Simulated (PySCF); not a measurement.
Work out the structure from these simulated measurements.

Elements present: As, B and H. Monoisotopic mass: 91.9779 u.

| Item | Value |
| --- | --- |
| Polarisability | 52.8 au [wB97X-D/def2-SVPD] |
| Couplings | largest of the computed one-bond spin–spin couplings (means over like bonds): 11B–1H +125.9 (×3) Hz [B3LYP/pcJ-1 (pcSseg-1 on As)] |
| Dipole | 3.99 D [wB97X-D/def2-SVPD] |
| Triplet | lowest triplet excitation (Tamm–Dancoff): 7.27 eV [TDA wB97X-D/def2-SVPD] |
| UV, first state | lowest singlet excitation: 7.79 eV (159 nm, f = 0.060) [TDDFT wB97X-D/def2-SVPD] |
| NMR, other nuclei | isotropic shieldings of nuclei other than C and H, by class: 144 (1 B), 1636 (1 As) ppm [GIAO KT2/pcSseg-1] |
| XPS | B1s 194.0 eV [ΔSCF SCAN, pcX-2 on the ionised atom, pcseg-1 elsewhere, spin-free X2C] |
| Rotational structure | rotational constants A, B, C: 52.774, 8.336, 8.336 GHz [PBE0-D3(BJ)/def2-SVP] |

Gas-phase values; electronic properties from PySCF, density fitting. Levels stand in brackets. Geometry: PBE0-D3(BJ)/def2-SVP; no solvent, vibrations or thermal averaging. Relativistic effects, spin–orbit coupling among them, are left out (core-ionisation runs apart) although an element past zinc is present. NMR values are class means; diastereotopic atoms form classes of their own.

Question: Which formula fits the mass and the elements?

Answer: AsBH6 (calculated 91.9779). No other formula that holds each of these elements comes within 0.0003 u with a fitting electron parity and a possible valence count.

Question: What is the compound? Reason from the data.

Answer: The other shieldings belong to: 144 ppm, boron bonded to As and 3 H; 1636 ppm, arsenic bonded to B and 3 H. The couplings run between: +125.9 Hz, boron bonded to As and 3 H and its hydrogen (with 2 like pairs). The core levels belong to: B1s 194.0 eV, boron bonded to As and 3 H. No core level of As was computed. The optimised geometry has point group C3v and is a prolate symmetric top. Structure: `[H]B([H])([H])<-[AsH3]` (B(AsH3)H3).
